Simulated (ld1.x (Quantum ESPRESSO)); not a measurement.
## How hard is this Si PAW potential?

silicon, PAW, made with ld1.x (Quantum ESPRESSO) 7.5 (LDA (PZ), non-relativistic). Core [Ne], reference 3s1.5 3p2.5. Waves: 3s (bound): rcut 1.50, rcutus 1.70 bohr; 3s channel at 4.2 Ry: rcut 1.50, rcutus 1.70 bohr; 3p (bound): rcut 2.10, rcutus 2.45 bohr; 3p channel at 2.75 Ry: rcut 2.10, rcutus 2.45 bohr; 3d channel at 0.3 Ry: rcut 2.05, rcutus 2.25 bohr; 3d channel at 2.8 Ry: rcut 2.05, rcutus 2.25 bohr. Local part: all-electron potential smoothed inside 2.45 bohr (lloc = -2). Core correction: a·sin(br)/r model core inside 1.00 bohr. Augmentation charge: PSQ, radius 1.30 bohr.

The pseudo-atom Hamiltonian at the reference potential is diagonalised in spherical Bessel functions j_l(qr) that vanish at 20 bohr, with q² up to the cutoff. All-electron valence levels (Ry): 3s -0.8249, 3p -0.3287.

Question: How do the lowest levels (Ry) of each channel move with the cutoff, and are there ghosts?

Answer:

| cutoff (Ry) | s #1 | s #2 | p #1 | p #2 | d #1 | f #1 | Σ f·Δε (mRy) |
| --- | --- | --- | --- | --- | --- | --- | --- |
| 8 | -0.8175 | -0.0285 | -0.3261 | 0.0261 | 0.0554 | 0.1109 | 18.3 |
| 10 | -0.8223 | -0.0291 | -0.3281 | 0.0259 | 0.0552 | 0.1109 | 6.3 |
| 12 | -0.8243 | -0.0294 | -0.3287 | 0.0258 | 0.0551 | 0.1109 | 1.7 |
| 15 | -0.8248 | -0.0295 | -0.3289 | 0.0258 | 0.0550 | 0.1109 | 0.5 |
| 18 | -0.8249 | -0.0295 | -0.3289 | 0.0258 | 0.0550 | 0.1109 | 0.4 |
| 21 | -0.8249 | -0.0295 | -0.3289 | 0.0258 | 0.0550 | 0.1109 | 0.3 |
| 400 | -0.8251 | -0.0296 | -0.3289 | 0.0258 | 0.0550 | 0.1109 | 0.0 |

Result: no extra level below or beside the all-electron valence levels (s, p, d, f tested); 10 mRy is reached at 10 Ry and 1 mRy at 15 Ry.
